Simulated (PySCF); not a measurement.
**Spinor energies of N⁺ (nitrogen, charge +1)**

Start: [He] 2s2 2p1 3s1; 2p3/2 filled at m_j = +3/2; 3s1/2 filled at m_j = +1/2. Calculated with PySCF 2.14 in x2c-TZVPall-2c with one added diffuse shell each of s, p, d type (6s4p3d1f, 40 functions): generalised Hartree-Fock with the X2C-1e Hamiltonian and a Gaussian nucleus; one run each with spin-orbit coupling (SO) switched off, then screened by Boettger's factors. This is a chosen level, not necessarily the ground level.

```csv
spinor shell,electrons,"ε, spin-free (eV)","ε, screened SO (eV)",weight of nominal j (screened SO),"rms radius, screened SO (bohr)"
1s1/2,2,-457.41,-457.42,1.000,0.264
2s1/2,2,-48.487,-48.489,1.000,1.28
2p3/2,1,-39.790,-39.781,1.000,1.26
3s1/2,1,-10.862,-10.862,1.000,4.04
```

```tsv
quantity	spin-free	screened SO
E (hartree)	-53.24414	-53.24383
M_J	2	2
⟨J²⟩	6.006	6.006
⟨L²⟩	2.004	2.004
⟨S²⟩	2.002	2.002
```

Each row is a mean over spinors that exchange with the open shell spreads, by up to 5.069 eV (2s1/2).

Without spin-orbit coupling the j labels of p, d and f shells carry no meaning; the spin-free column gives the mean over the occupied spinors of each nl shell.
